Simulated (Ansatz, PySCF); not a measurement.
C4H2BrF, SMILES C#C/C(Br)=C\F. Atoms are numbered in the order given.

```xyz
8

C      2.2752    -1.6332     0.0000
C      1.1871    -1.0969     0.0000
C     -0.0700    -0.4510     0.0000
Br    -0.0819     1.4420     0.0000
C     -1.2503    -1.0902     0.0000
F     -1.3202    -2.4066     0.0000
H      3.2361    -2.1143     0.0000
H     -2.2194    -0.5855     0.0000
```

Geometry: PBE0-D3(BJ)/def2-SVP. The structure was generated by enumeration; whether it is a known compound was not checked.

Two levels are set side by side: PBE-D3(BJ)/def2-SVP (Ansatz, a first-principles code) and PBE0-D3(BJ)/def2-SVP (Ansatz). Each level has its own optimised geometry; the coordinates shown are those of the second. Frequencies come from the Hessian of PySCF at each geometry. Differences are taken from unrounded values.

```csv
quantity,PBE0-D3(BJ)
mean bond length (Å),1.335
bond C1–C2 (Å),1.213
bond C2–C3 (Å),1.413
bond C3–Br4 (Å),1.893
bond C3–C5 (Å),1.342
bond C5–F6 (Å),1.318
bond C1–H7 (Å),1.075
bond C5–H8 (Å),1.093
highest harmonic wavenumber (cm⁻¹),3488
mean harmonic wavenumber (cm⁻¹),1093
zero-point energy (kcal/mol),28.11
```

Problem. What does PBE-D3(BJ) give, and how far is it from PBE0-D3(BJ)? (The exact figures need the calculation; the answer reports its results.)

Solution. 
| quantity | PBE-D3(BJ) | PBE-D3(BJ) minus PBE0-D3(BJ) |
|---|---|---|
| mean bond length (Å) | 1.347 | 0.011 |
| bond C1–C2 (Å) | 1.226 | 0.013 |
| bond C2–C3 (Å) | 1.412 | -0.002 |
| bond C3–Br4 (Å) | 1.916 | 0.023 |
| bond C3–C5 (Å) | 1.357 | 0.015 |
| bond C5–F6 (Å) | 1.333 | 0.015 |
| bond C1–H7 (Å) | 1.081 | 0.007 |
| bond C5–H8 (Å) | 1.101 | 0.009 |
| highest harmonic wavenumber (cm⁻¹) | 3406 | -82 |
| mean harmonic wavenumber (cm⁻¹) | 1046 | -46 |
| zero-point energy (kcal/mol) | 26.92 | -1.19 |

GGA bonds tend to be longer and softer than those of functionals with exact exchange. Differences between two approximate levels are no errors against the true value.
